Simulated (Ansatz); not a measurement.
Geometry optimisation, RKS r2SCAN-D4/def2-SVP in Ansatz 0.2.0.

Input:

```yaml
crystal:
  periodic: [false, false, false]
  atoms:
    - { symbol: B, position_ang: [0.032528, 0.265075, -0.050834] }
    - { symbol: H, position_ang: [-0.069569, 0.280478, 1.139626] }
    - { symbol: F, position_ang: [1.202147, 0.379687, -0.637233] }
    - { symbol: Cl, position_ang: [-1.418984, 0.225924, -1.051014] }
    - { symbol: S, position_ang: [0.022206, -2.68839, 0.857778] }
    - { symbol: H, position_ang: [-1.149769, -2.681992, 0.181443] }
    - { symbol: H, position_ang: [-0.32456, -1.532582, 1.527833] }
basis:
  gaussian: { orbitals: def2-SVP }
hamiltonian:
  xc: r2scan
  dispersion: d4
relax:
  f_tol: 0.03
  max_steps: 50
```

Command:

```bash
$ ansatz run input.yaml --threads 2 --pin off --max-ram 3072MiB --backend cpu --events-out ev --progress --plain --runs-dir out
```

Question: Where does it end, and by what steps?

Answer: The forces met the threshold. The force dipped under the threshold on the way, but the program's further checks kept it going. After 31 steps the energy has fallen by 0.170 eV; H7 moved furthest, 1.01 Å.

```json
{"step": "0", "energy less start (eV)": "0.0000", "largest force component (eV/Å)": "0.833", "accepted": "yes"}
{"step": "2", "energy less start (eV)": "-0.0793", "largest force component (eV/Å)": "0.411", "accepted": "yes"}
{"step": "4", "energy less start (eV)": "-0.1189", "largest force component (eV/Å)": "0.203", "accepted": "yes"}
{"step": "6", "energy less start (eV)": "-0.1374", "largest force component (eV/Å)": "0.475", "accepted": "yes"}
{"step": "8", "energy less start (eV)": "-0.1477", "largest force component (eV/Å)": "0.206", "accepted": "yes"}
{"step": "10", "energy less start (eV)": "-0.1520", "largest force component (eV/Å)": "0.173", "accepted": "yes"}
{"step": "12", "energy less start (eV)": "-0.1563", "largest force component (eV/Å)": "0.012", "accepted": "yes"}
{"step": "14", "energy less start (eV)": "-0.1583", "largest force component (eV/Å)": "0.118", "accepted": "yes"}
{"step": "16", "energy less start (eV)": "-0.1602", "largest force component (eV/Å)": "0.065", "accepted": "yes"}
{"step": "18", "energy less start (eV)": "-0.1613", "largest force component (eV/Å)": "0.032", "accepted": "yes"}
{"step": "20", "energy less start (eV)": "-0.1632", "largest force component (eV/Å)": "0.078", "accepted": "yes"}
{"step": "22", "energy less start (eV)": "-0.1641", "largest force component (eV/Å)": "0.331", "accepted": "no"}
{"step": "24", "energy less start (eV)": "-0.1665", "largest force component (eV/Å)": "0.025", "accepted": "yes"}
{"step": "26", "energy less start (eV)": "-0.1677", "largest force component (eV/Å)": "0.144", "accepted": "no"}
{"step": "28", "energy less start (eV)": "-0.1692", "largest force component (eV/Å)": "0.035", "accepted": "yes"}
{"step": "30", "energy less start (eV)": "-0.1696", "largest force component (eV/Å)": "0.073", "accepted": "yes"}
{"step": "31", "energy less start (eV)": "-0.1699", "largest force component (eV/Å)": "0.022", "accepted": "yes"}
```

```xyz
7
Properties=species:S:1:pos:R:3
B 0.074 0.297 -0.052
H 0.370 0.769 1.010
F 1.001 0.011 -0.951
Cl -1.618 0.320 -0.594
S 0.067 -2.294 1.076
H -0.427 -2.777 -0.086
H -1.173 -2.077 1.565
```

Whether the end is a true minimum wasn't checked by a vibrational analysis.

The run took 72 s on 2 threads of Arm Neoverse V2, with other jobs on the host, peak memory 0.15 GiB.
